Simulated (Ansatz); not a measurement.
The first iterations of a band of Cl$_{2}$GeH$_{2}$ (5 atoms, charge 0, multiplicity 1).

Theory: Ansatz, RKS PBE-D4/def2-SVP.

```yaml
movable_images: 9
climbing_image: yes
spring: 5.0 eV/Å²
optimiser: quadratic models (default)
start_path: through a guess of the saddle point
force_threshold: 0.03 eV/Å
iteration_limit: 60
end_points: relaxed
```

Initial state:

```xyz
5
Properties=species:S:1:pos:R:3
Ge 0.318 0.018 0.074
Cl 0.675 -0.033 2.213
H 1.684 -0.044 -0.643
H -0.547 1.259 -0.238
Cl -0.815 -1.747 -0.475
```

Final state:

```xyz
5
Properties=species:S:1:pos:R:3
Ge -0.227 0.342 -0.872
Cl 1.444 0.184 1.408
H 2.419 -0.441 0.813
H -1.199 1.058 0.211
Cl -1.121 -1.690 -0.630
```

| iteration | highest image above the first end (eV) | largest band force component (eV/Å) |
| --- | --- | --- |
| 1 | 3.269 | 6.003 |
| 2 | 2.278 | 2.319 |
| 3 | 1.977 | 0.925 |

Q: Does the band converge within its limit, and where does its top end?

A: It converged. It ended after 10 iterations with the highest image 1.920 eV above the first end. A vibrational analysis at the climbing image gives one clearly imaginary mode, 765i cm⁻¹: a first-order saddle point. The orbitals stay closed-shell, which can raise the energy where a bond breaks towards radicals; this wasn't checked here.

The run took 4.7 min on 1 thread of Arm Neoverse N1 (shared host), peak memory 0.15 GiB.
